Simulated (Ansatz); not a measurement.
`[GaH2][SeH]` + `[OH][AlH2]` → `[AlH2][O][GaH2]` + H₂Se  (ligand exchange at a Ga–Se bond)

Gas-phase electronic energies from Ansatz, PBE0-D4/def2-TZVP geometries. CBS: MP2 limit from def2 TZ/QZ plus the TZ coupled-cluster correction, frozen cores. This one scheme is used for every species. For Ga, Se outer-core shells are correlated without core-valence functions, which leaves a few kJ/mol of doubt a bond. Scalar relativity is left out up to krypton.

| species | CCSD/def2-TZVPP energy (Eh) |
| --- | --- |
| `[GaH2][SeH]` | -4325.38881 |
| `[OH][AlH2]` | -318.96211 |
| `[AlH2][O][GaH2]` | -2243.03436 |
| H₂Se | -2401.30510 |

Task: Work out ΔE.

Result: ΔE = (-2243.03436) + (-2401.30510) − (-4325.38881) − (-318.96211) = 0.01146 Eh = +30.1 kJ/mol. CCSD(T)/CBS gives +37.2 kJ/mol.

Task: What do rigid-rotor, harmonic-oscillator terms from PBE0-D4/def2-TZVP frequencies (298.15 K, 1 bar) make of the CCSD(T)/CBS value? (An estimate is asked.)

Result: Computed: ΔZPE = -10.4 kJ/mol, ΔH = +29.6 kJ/mol, ΔS = 3 J/(mol·K), ΔG = +28.7 kJ/mol.

Largest T1 diagnostic among the species: 0.015.

At CCSD(T), def2-SVP lies −21.2 kJ/mol from the extrapolated value and def2-TZVPP −6.4 kJ/mol. Leaving LDA and LC-ωPBE aside and taking each functional with its dispersion term where it has one, the values, not all of them listed here, spread over 16.3 kJ/mol, from CAM-B3LYP-D4 to HSE06-D4.
